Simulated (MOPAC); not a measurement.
MOPAC input (PM7):

```
PM7 FORCE THERMO(298,298) PRECISE LET UHF MS=0.5 GEO-OK AUX(PRECISION=9) THREADS=1
CBrF2

C    -0.94796012 1   -0.00454040 1   -0.08466050 1
F    -1.54758514 1   -0.65172231 1    0.86786058 1
F    -1.46225549 1    1.18328834 1   -0.18592490 1
Br    0.93553418 1   -0.13754870 1   -0.16376472 1
```

Output:

```
 *******************************************************************************
 **                                                                           **
 **                              MOPAC v23.2.5                                **
 **                                                                           **
 *******************************************************************************
 ** MOPAC's Digital Object Identifier: https://doi.org/10.5281/zenodo.6511958 **
 **                                                                           **
 ** Please cite the open-source release paper for use of this MOPAC version:  **
 ** J. E. Moussa and J. J. P. Stewart (2026)                                  **
 ** MOPAC: An open-source semiempirical molecular orbital program             **
 ** J. Open Source Softw., 11(119), 8025, https://doi.org/10.21105/joss.08025 **
 *******************************************************************************

                              PM7 CALCULATION RESULTS

 *******************************************************************************
 *  PM7        - The PM7 Hamiltonian to be used
 *  GEO-OK     - OVERRIDE INTERATOMIC DISTANCE AND OTHER SAFETY CHECKS
 *  UHF        - UNRESTRICTED HARTREE-FOCK CALCULATION
 *  MS=        - IN MECI, MAGNETIC COMPONENT OF SPIN =  0.5
 *  LET        - OVERRIDE SOME SAFETY CHECKS
 *  PRECISE    - TIGHTER CRITERIA TO BE USED
 *  FORCE      - FORCE CALCULATION SPECIFIED
 *  AUX        - OUTPUT AUXILIARY INFORMATION
 *  THERMO     - THERMODYNAMIC QUANTITIES TO BE CALCULATED
 *******************************************************************************
PM7 FORCE THERMO(298,298) PRECISE LET UHF MS=0.5 GEO-OK AUX(PRECISION=9) THREADS=1
 CBrF2

   ATOM   CHEMICAL          X               Y               Z
  NUMBER   SYMBOL      (ANGSTROMS)     (ANGSTROMS)     (ANGSTROMS)

     1       C         -0.94796012  *  -0.00454040  *  -0.08466050  *
     2       F         -1.54758514  *  -0.65172231  *   0.86786058  *
     3       F         -1.46225549  *   1.18328834  *  -0.18592490  *
     4      Br          0.93553418  *  -0.13754870  *  -0.16376472  *

          CARTESIAN COORDINATES

    NO.       ATOM           X           Y           Z

     1         C         -0.9480     -0.0045     -0.0847
     2         F         -1.5476     -0.6517      0.8679
     3         F         -1.4623      1.1833     -0.1859
     4        Br          0.9355     -0.1375     -0.1638

 General Reference for PM7:
 "Optimization of Parameters for Semiempirical Methods VI: More Modifications to the
 NDDO Approximations and Re-optimization of Parameters", J. J. P. Stewart, J. Mol. Mod., 1:32, 19 (2013)
 https://link.springer.com/article/10.1007/s00894-012-1667-x

           Empirical Formula: C F2 Br  =     4 atoms

      MOLECULAR POINT GROUP   :   Cs

          UHF CALCULATION, NO. OF ALPHA ELECTRONS =   13
                           NO. OF BETA  ELECTRONS =   12

          HEAT OF FORMATION =     -67.976331 KCALS/MOLE

          CARTESIAN COORDINATE DERIVATIVES

   NUMBER  ATOM         X            Y            Z

     1       C     -0.007189    -0.010467    -0.009998
     2       F      0.011257    -0.004215     0.000461
     3       F     -0.007813     0.009247     0.000361
     4      Br      0.003744     0.005434     0.009176

 DIPOLE           X         Y         Z       TOTAL
 POINT-CHG.    -0.685    -0.965     0.028     1.183
 HYBRID         0.480     0.677    -0.439     0.939
 SUM           -0.204    -0.288    -0.411     0.542

          GRADIENT NORM =   0.02608

          MOLECULAR WEIGHT =  129.91

          ROTATIONAL CONSTANTS IN CM(-1)

          A =    0.38467845   B =    0.09507267   C =    0.07708162

           PRINCIPAL MOMENTS OF INERTIA IN UNITS OF 10**(-40)*GRAM-CM**2

          A =       72.7692   B =      294.4353   C =      363.1573

          ORIENTATION OF MOLECULE IN FORCE CALCULATION

    NO.       ATOM         X         Y         Z

     1          C       0.4028    0.5677    0.7158
     2          F       1.7011    0.5677    0.7158
     3          F      -0.0261    1.7932    0.7158
     4         Br      -0.4588   -0.6467   -0.4480

    FIRST DERIVATIVES WILL BE USED IN THE CALCULATION OF SECOND DERIVATIVES

    FOR POINT-GROUP Cs   THERE ARE   2 UNIQUE SYMMETRY FUNCTIONS.


(To convert to Hartree/Bohr^2, multiply by (10^(-21) x N x a0^2)/(4.184 x 627.51) =  0.0642)

           FORCE MATRIX IN MILLIDYNES/ANGSTROM

                  C  1       F  2       F  3      Br  4
 ------------------------------------------------------
     C    1  14.751321
     F    2   8.970730  10.002699
     F    3   8.970983   1.161879  10.002699
    Br    4   1.857529   0.651824   0.651845   2.696543

          HEAT OF FORMATION =     -67.976331 KCALS/MOLE

          ZERO POINT ENERGY       6.570 KCAL/MOL

           NORMAL COORDINATE ANALYSIS (Total motion = 1 Angstrom)

   Root No.       1         2         3         4         5         6

                 1 A"      1 A'      2 A'      3 A'      4 A'      2 A"

                 262.2     306.8     464.4     597.7    1393.9    1570.7

           1   -0.2151    0.0586   -0.1348    0.1540    0.2899    0.4604
           2    0.1526    0.0826   -0.1900    0.2170    0.4086   -0.3267
           3    0.0000   -0.0566    0.4525    0.4125    0.0241   -0.0000
           4   -0.2177    0.0612   -0.1408    0.1907   -0.2462   -0.2176
           5   -0.1799    0.3053    0.1514   -0.1038   -0.0081    0.0007
           6   -0.1724    0.1763   -0.1115   -0.0296   -0.0002    0.0007
           7    0.0979    0.2680    0.1894   -0.1610    0.0737   -0.0725
           8    0.2649    0.1586   -0.0829    0.1457   -0.2351    0.2051
           9    0.1724    0.1763   -0.1115   -0.0296   -0.0002   -0.0007
          10    0.0608   -0.0871    0.0087   -0.0302   -0.0026   -0.0002
          11   -0.0432   -0.1227    0.0123   -0.0426   -0.0036    0.0002
          12   -0.0000   -0.0753   -0.0150   -0.0479   -0.0035    0.0000

           MASS-WEIGHTED COORDINATE ANALYSIS (NORMAL COORDINATES)

   Root No.       1         2         3         4         5         6

                 1 A"      1 A'      2 A'      3 A'      4 A'      2 A"

                 262.2     306.8     464.4     597.7    1393.9    1570.7

           1   -0.3197    0.0752   -0.2040    0.2358    0.4352    0.6727
           2    0.2268    0.1060   -0.2875    0.3324    0.6133   -0.4773
           3    0.0000   -0.0727    0.6848    0.6318    0.0362   -0.0000
           4   -0.4068    0.0988   -0.2680    0.3674   -0.4649   -0.3998
           5   -0.3362    0.4929    0.2881   -0.2000   -0.0152    0.0013
           6   -0.3222    0.2846   -0.2123   -0.0571   -0.0004    0.0012
           7    0.1829    0.4326    0.3605   -0.3101    0.1392   -0.1333
           8    0.4950    0.2560   -0.1578    0.2807   -0.4438    0.3769
           9    0.3222    0.2846   -0.2123   -0.0571   -0.0004   -0.0012
          10    0.2331   -0.2883    0.0340   -0.1194   -0.0099   -0.0009
          11   -0.1654   -0.4063    0.0479   -0.1682   -0.0140    0.0006
          12   -0.0000   -0.2494   -0.0585   -0.1893   -0.0136    0.0000

          DESCRIPTION OF VIBRATIONS

 VIBRATION          1    1A"         ATOM PAIR     ENERGY CONTRIBUTION    RADIAL
 FREQUENCY           262.23         F 2 -- F 3         +24.4% (208.4%)      0.0%
 TRANSITION DIPOLE   0.5569         C 1 -- Br4         +21.4% (195.3%)      0.0%
 TRAVEL (Ang.)       0.2009         C 1 -- F 3         +13.8% (156.6%)      1.8%
 REDUCED MASS        6.3707         C 1 -- F 2         +13.8% (156.6%)      1.8%
 EFFECTIVE MASS     24.0858         F 2 -- Br4         +13.4% (154.3%)     94.9%
 FORCE CONSTANT      0.2581         F 3 -- Br4         +13.4% (154.3%)     94.9%

 VIBRATION          2    1A'         ATOM PAIR     ENERGY CONTRIBUTION    RADIAL
 FREQUENCY           306.80         F 2 -- F 3         +26.8% ( 89.6%)    100.0%
 TRANSITION DIPOLE   0.1913         F 3 -- Br4         +19.2% ( 76.0%)     69.7%
 TRAVEL (Ang.)       0.1357         F 2 -- Br4         +19.2% ( 76.0%)     69.7%
 REDUCED MASS       11.9352         C 1 -- Br4         +15.6% ( 68.5%)     85.6%
 EFFECTIVE MASS     34.9609
 FORCE CONSTANT      0.6619

 VIBRATION          3    2A'         ATOM PAIR     ENERGY CONTRIBUTION    RADIAL
 FREQUENCY           464.36         C 1 -- Br4         +23.4% (101.3%)      2.5%
 TRANSITION DIPOLE   1.3584         C 1 -- F 2         +21.2% ( 96.4%)      0.4%
 TRAVEL (Ang.)       0.1589         C 1 -- F 3         +21.2% ( 96.4%)      0.4%
 REDUCED MASS        5.7503         F 2 -- F 3         +18.8% ( 90.8%)    100.0%
 EFFECTIVE MASS     15.4270
 FORCE CONSTANT      0.7305

 VIBRATION          4    3A'         ATOM PAIR     ENERGY CONTRIBUTION    RADIAL
 FREQUENCY           597.65         C 1 -- Br4         +24.9% (104.1%)     93.1%
 TRANSITION DIPOLE   2.9664         C 1 -- F 2         +19.8% ( 92.7%)      2.2%
 TRAVEL (Ang.)       0.1428         C 1 -- F 3         +19.8% ( 92.7%)      2.2%
 REDUCED MASS        5.5346         F 2 -- F 3         +18.3% ( 89.2%)    100.0%
 EFFECTIVE MASS     18.2971
 FORCE CONSTANT      1.1647

 VIBRATION          5    4A'         ATOM PAIR     ENERGY CONTRIBUTION    RADIAL
 FREQUENCY          1393.90         C 1 -- F 3         +31.8% ( 81.6%)     67.1%
 TRANSITION DIPOLE   4.8302         C 1 -- F 2         +31.8% ( 81.6%)     67.1%
 TRAVEL (Ang.)       0.0926         C 1 -- Br4         +16.7% ( 59.1%)     68.2%
 REDUCED MASS        5.6377         F 2 -- F 3         +10.3% ( 46.4%)    100.0%
 EFFECTIVE MASS     14.8765
 FORCE CONSTANT      6.4538

 VIBRATION          6    2A"         ATOM PAIR     ENERGY CONTRIBUTION    RADIAL
 FREQUENCY          1570.67         C 1 -- F 3         +34.1% ( 85.9%)     83.4%
 TRANSITION DIPOLE   4.1007         C 1 -- F 2         +34.1% ( 85.9%)     83.4%
 TRAVEL (Ang.)       0.0811         C 1 -- Br4         +21.5% ( 68.3%)      0.0%
 REDUCED MASS        6.5298         F 2 -- F 3          +4.9% ( 32.4%)      0.0%
 EFFECTIVE MASS     14.0735
 FORCE CONSTANT      9.4913

      SYMMETRY NUMBER FOR POINT-GROUP Cs  =  1

          SYSTEM IS A GROUND STATE

 CBrF2

          MOLECULE IS NOT LINEAR

          THERE ARE  6 GENUINE VIBRATIONS IN THIS SYSTEM
          THIS THERMODYNAMICS CALCULATION IS LIMITED TO
          MOLECULES WHICH HAVE NO INTERNAL ROTATIONS

                    CALCULATED THERMODYNAMIC PROPERTIES
                                          *
   TEMP. (K)   PARTITION FUNCTION   H.O.F.    ENTHALPY  HEAT CAPACITY ENTROPY
                                   KCAL/MOL   CAL/MOLE    CAL/K/MOL  CAL/K/MOL

 298.00  VIB.     0.2140D+01                   818.4074     5.9330     4.2578
         ROT.     0.9951D+05                   888.2803     2.9808    25.8495
         INT.     0.2129D+06                  1706.6877     8.9138    30.1073
         TRA.     0.1432D+28                  1480.4672     4.9680    40.4958
         TOT.                      -67.976    3187.1549    13.8818    70.6032

   *: NOTE: HEATS OF FORMATION ARE RELATIVE TO THE
            ELEMENTS IN THEIR STANDARD STATE AT 298K
              (=  Standard Enthalpy of Formation).

            Hvib:  Zero-point energy is not included.
                   frequencies of less than zero cm-1 are not included.
            Hrot = (3/2)RT
            Htra = (3/2)RT + pV = (5/2)RT

            Heat capacity is Cp, not Cv

          For more information, see: HTTP://OpenMOPAC.net/Manual/thermochemistry.html

           FORCE CONSTANT IN CARTESIAN COORDINATES (Millidynes/A)

    ATOM   CHEMICAL       X               Y               Z
   NUMBER   SYMBOL  FORCE CONSTANT  FORCE CONSTANT  FORCE CONSTANT

      1       C       10.763233        9.588744        1.746895
      2       F        9.964914        0.707639        0.284196
      3       F        1.832136        8.840417        0.284196
      4      Br        0.809691        1.341872        0.925857

 **********************
 *                    *
 * JOB ENDED NORMALLY *
 *                    *
 **********************

 == MOPAC DONE ==
```
